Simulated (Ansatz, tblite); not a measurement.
Removing and adding an electron: the cluster Sn5S5. The state is a singlet with charge 0. Geometry: PBE0-D4/def2-SVP. Ansatz, gas phase; energy differences of separate SCF runs; the oxidised species was run as a doublet alone; the reduced species was run as a doublet alone.

```tsv
atom	x (Å)	y (Å)	z (Å)
Sn1	-0.223	0.921	-2.374
Sn2	-2.852	-0.087	-0.200
Sn3	-0.063	-2.336	0.767
Sn4	-0.266	1.174	2.144
Sn5	3.454	0.255	-0.154
S6	-0.978	-1.430	-1.470
S7	-1.849	-0.917	2.063
S8	2.293	0.967	-2.114
S9	1.659	-0.487	1.484
S10	-1.175	1.941	-0.146
```

In the def2 sets Sn takes a core potential; there is no spin–orbit coupling. The xTB rows come from tblite. HOMO above LUMO, or a gap near zero within one spin, warns that the state may not be the lowest or that an electron is smeared out. The structure comes from a short search, and lower isomers may exist.

```
           level  −HOMO (eV)  vertical IE (eV)  −LUMO (eV)  vertical EA (eV)  HOMO–LUMO gap (eV)  IE − EA (eV)                                                                                                               remarks
        GFN1-xTB        9.95             12.12        7.11              4.76                2.84          7.36                                                                                                                     –
        GFN2-xTB       10.75             12.69        8.10              6.14                2.65          6.55                                                                                                                     –
 PBE-D4/def2-SVP        5.34              7.24        3.39              1.47                1.95          5.76  HOMO above zero (-1 doublet), gap within one spin near zero (+1 doublet), gap within one spin near zero (-1 doublet)
PBE0-D4/def2-SVP        6.18              7.52        2.84              1.59                3.34          5.93                                                                                                                     –
```

Relaxing the reduced species (PBE0-D4/def2-SVP) changes its energy by -0.51 eV at PBE0-D4/def2-SVP, so the adiabatic electron affinity to this nearest minimum is 2.10 eV. At PBE-D4/def2-SVP it is 2.00 eV.     A HOMO above zero means that the electron is unbound at that level or that self-interaction error raises the level; the energy of removing that electron tells which. Raw xTB energy differences between charge states are shifted by several eV; the methods need an empirical correction for them. Sets without diffuse functions give affinities that are too small.
